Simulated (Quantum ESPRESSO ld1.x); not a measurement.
Problem. Coherent X-ray form factor from a spherical all-electron density. All-electron calculation, scalar-relativistic Kohn-Sham, LDA (Slater exchange, VWN5 correlation), spin-polarised, spherical densities, point nucleus. Program: ld1.x of Quantum ESPRESSO 7.5.

sin(theta)/lambda (1/angstrom)  f0 (electrons)
0.05                                    64.803
0.1                                     64.218
0.15                                    63.266
0.2                                     61.981
0.25                                    60.406
0.3                                     58.591
0.4                                     54.450
0.5                                     49.967
0.6                                     45.481
0.8                                     37.314
1                                       30.701
1.25                                    24.531
1.5                                     20.258
2                                       15.453

The species is in the configuration that NIST lists as its ground one. Which atom or ion scatters so?

Solution. The bismuth ion Bi18+, [Kr] 4d10 4f14 5s2 5p3. Extrapolating in s^2 from the first two rows gives f0(0) = 65.0, near the electron count 65; among species with that count, the fall with angle is slower the higher Z, and the table is that of Z = 83; from so few rows the species is fixed only to a neighbour or two.
